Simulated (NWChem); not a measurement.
# GaSiH$_{3}$OF$_{2}$; SMILES [F][Ga]([O][SiH3])[F]

```xyz
8

Ga    -0.0085     0.7621     0.0000
F     -1.0268     2.1838    -0.0016
F      1.7311     0.9928     0.0117
O     -0.7362    -0.8524    -0.0112
Si    -0.0838    -2.4108     0.0026
H      0.7926    -2.6353    -1.1997
H     -1.2406    -3.3647    -0.0296
H      0.7276    -2.6394     1.2490
```
Atoms are numbered in this order, from 1.

Level: PBE-D3(BJ)/def2-SVP (NWChem), optimised geometry, unscaled harmonic frequencies. 

**Question.** List the harmonic frequencies with IR intensities, and the thermochemistry.

**Answer.** 
```tsv
frequency (cm⁻¹)	IR intensity (km/mol)
14	0.0
60	0.0
64	1.2
174	26.1
188	37.4
194	21.1
511	5.4
681	32.4
693	46.2
704	57.8
732	68.2
911	65.2
916	61.3
946	606.9
970	12.6
2163	74.6
2168	131.9
2195	109.1
```

```yaml
zero_point_energy: 20.4 kcal/mol
thermal correction to the enthalpy at 298.15 K (with zero-point energy): 26.0 kcal/mol
heat capacity Cv: 23.8 cal/(mol K)
entropy at 298.15 K and 1 atm (symmetry number 1): 94.2 cal/(mol K)
dipole_moment: 1.47 D
```

Rigid rotor and harmonic oscillator; modes under 100 cm⁻¹ make the entropy uncertain.
